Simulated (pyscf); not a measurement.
## H₂C=C•–CH₂–CH₃, doublet

Gas-phase minimum from PySCF at ωB97X-D3(BJ)/def2-SVP, one conformer. H₂C=C•–CH₂–CH₃ lies 23.5 kcal/mol over its isomer •H₂C–CH=CH–CH₃ (electronic energy, ωB97M-D3(BJ)/def2-TZVP). 

```
C
H 1 1.1041
H 1 1.1041 2 105.77
C 1 1.4803 2 108.87 3 -116.84
C 4 1.3156 1 139.57 2 -122.78
H 5 1.0970 4 122.18 1 -179.98
H 5 1.1027 6 116.43 4 -180.00
C 1 1.5363 2 110.00 3 118.75
H 8 1.1010 1 110.66 2 -57.97
H 8 1.1013 9 108.15 1 -121.66
H 8 1.1013 9 108.14 10 -116.68
```
Charge 0, spin multiplicity 2.

Properties at ωB97X-D3(BJ)/def2-SVP:

```yaml
harmonic_wavenumbers_unscaled: 145, 208, 256, 476, 497, 794, 860, 900, 987, 1019, 1094, 1094, 1276, 1342, 1394, 1405, 1454, 1476, 1487, 1788, 3068, 3070, 3094, 3115, 3166, 3167, 3205 cm⁻¹
zero_point_energy: 59.8 kcal/mol
rotational_symmetry_number: 1
Entropy of this conformer at 298 K and 1 atm, rigid rotor and harmonic oscillator, modes under 100 cm⁻¹ raised to 100: 302.7 J/(mol K)
dipole_moment: 1.03 D
Spin expectation value S2: 0.760
```

Single-point totals, which compare only within one level:

| level | total energy (hartree) |
|---|---|
| ωB97X-D3(BJ)/def2-TZVP | -156.67944 |
| PBE/def2-TZVP | -156.37295 |
| r²SCAN/def2-TZVP | -156.49717 |
| B3LYP-D3(BJ)/def2-TZVP | -156.61674 |
| PBE0-D3(BJ)/def2-TZVP | -156.40341 |
| M06-2X/def2-TZVP | -156.51208 |
| ωB97M-D3(BJ)/def2-TZVP | -156.63422 |

Soft torsions are taken as harmonic, which can shift the entropy by several J/(mol K).
